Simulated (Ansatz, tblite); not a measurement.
Spin states of SiSe₂⁺ (the lowest doublet isomer of a short search), each relaxed with r2SCAN-D4/def2-TZVP in Ansatz. Electronic energies in the gas phase.

The 6-31G sets use Cartesian d functions. The xTB rows come from tblite. LC-ωPBE has ω = 0.4 bohr⁻¹. B3LYP takes the VWN-RPA correlation. Correlated methods freeze 23 core orbitals; core or outer-core shells of Se are correlated, in sets that lack core-valence functions. The structure comes from a short search, and lower isomers may exist.

Doublet geometry (C2v within 0.1 Å):

```csv
atom,x (Å),y (Å),z (Å)
Si1,0.365,0.060,-1.314
Se2,-0.077,1.110,0.738
Se3,-0.288,-1.169,0.575
```

Quartet geometry (C2v within 0.1 Å):

```
atom    x (Å)    y (Å)    z (Å)
 Si1   1.3129   0.0633   0.0228
 Se2  -0.6629   0.4831  -1.0650
 Se3  -0.6500  -0.5464   1.0422
```

⟨S²⟩: doublet 0.77 at PBE0-D4/def2-TZVP (pure 0.75), quartet 3.76 at PBE0-D4/def2-TZVP (pure 3.75).

Only these spin states were relaxed.

```json
{"level": "GFN1-xTB", "quartet − doublet (kJ/mol)": "347.7", "lowest of these": "doublet"}
{"level": "GFN2-xTB", "quartet − doublet (kJ/mol)": "268.6", "lowest of these": "doublet"}
{"level": "HF/def2-TZVP", "quartet − doublet (kJ/mol)": "206.8", "lowest of these": "doublet"}
{"level": "PBE-D4/def2-TZVP", "quartet − doublet (kJ/mol)": "261.1", "lowest of these": "doublet"}
{"level": "B97M-V/def2-TZVP", "quartet − doublet (kJ/mol)": "267.4", "lowest of these": "doublet"}
{"level": "B3LYP-D4/6-31G", "quartet − doublet (kJ/mol)": "259.0", "lowest of these": "doublet"}
{"level": "PBE0-D4/def2-TZVP", "quartet − doublet (kJ/mol)": "256.7", "lowest of these": "doublet"}
{"level": "LC-ωPBE/def2-TZVP", "quartet − doublet (kJ/mol)": "246.4", "lowest of these": "doublet"}
{"level": "B2PLYP/def2-TZVP", "quartet − doublet (kJ/mol)": "274.4", "lowest of these": "doublet"}
{"level": "RPA@PBE/def2-TZVP", "quartet − doublet (kJ/mol)": "268.9", "lowest of these": "doublet"}
{"level": "CCSD/def2-TZVPP", "quartet − doublet (kJ/mol)": "268.7", "lowest of these": "doublet"}
{"level": "CCSD(T)/def2-TZVPP", "quartet − doublet (kJ/mol)": "271.5", "lowest of these": "doublet"}
```

Change of the quartet − doublet gap on mixing in exact exchange, in kJ/mol: PBE to PBE0 (25 % exact exchange) -4.4.

The xTB methods have no spin-polarisation term.
